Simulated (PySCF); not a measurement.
**Levels of Pt⁶⁵⁺ from EOM-EA-GCCSD**

Reference: closed-shell Pt⁶⁶⁺, [Ne] 3s2; one electron is added. Calculated with PySCF 2.14, two-component X2C-1e with screened spin-orbit coupling, an uncontracted even-tempered set (17 s from 7.9 bohr⁻², ratio 2.6; 14 p from 10 bohr⁻², ratio 2.6; 6 d from 11 bohr⁻², ratio 2.8; 4 f from 140 bohr⁻², ratio 2.8); frozen 1s2; the 50 highest virtual spinors dropped; of the others 56 kept and the rest restored at second order. No Breit or QED terms. Binding energies in eV.

```json
{"level": "3p1/2", "Koopmans": "7669.6", "second order": "7671.1", "EOM-CCSD": "7670.3"}
{"level": "3p3/2", "Koopmans": "7194.3", "second order": "7197.0", "EOM-CCSD": "7197.1"}
{"level": "3d3/2", "Koopmans": "6953.9", "second order": "6968.1", "EOM-CCSD": "6943.3"}
{"level": "3d5/2", "Koopmans": "6849.4", "second order": "near a pole", "EOM-CCSD": "6849.5"}
```

Electric-dipole lines between these computed levels:

| lower | upper | ΔE (eV) | vacuum wavelength (nm) |
| --- | --- | --- | --- |
| 3p1/2 | 3d3/2 | 727.07 | 1.705 |
| 3p3/2 | 3d3/2 | 253.88 | 4.883 |
| 3p3/2 | 3d5/2 | 347.62 | 3.567 |

In EOM-CCSD the overlap with the one-orbital guess is low for 3d3/2 (weight 0.78). That can mean mixing with two-particle, one-hole states, where second order and EOM-CCSD lose accuracy, or only a rotation among the degenerate components of the shell; the terms of those configurations are not listed.

For comparison, the ionisation energy of Pt⁶⁵⁺ is 7660 ± 30 eV (theoretical estimate listed by NIST; NIST Atomic Spectra Database, ionization energies).

Only part of the computed levels is shown.
